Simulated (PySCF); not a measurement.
Vertical excitations of a molecule C₄H₅NS from TDA-PBE/def2-SVPD (PySCF), as energy in eV (oscillator strength): 4.90 (0.000), 5.34 (0.046), 5.43 (0.001), 5.96 (0.057), 6.23 (0.004), 6.35 (0.011), 6.48 (0.001), 6.49 (0.002), 6.64 (0.004), 6.76 (0.040). Lowest triplet (TDA): 3.64 eV. The structure is a stationary point at PBE-D3(BJ)/def2-SVP. One conformer was computed; it need not be the lowest.

Q: Which structure fits?
A) C=C1CN=CS1
B) Cc1cncs1
C) Cc1cscn1
D) Nc1cccs1

A: C, Cc1cscn1
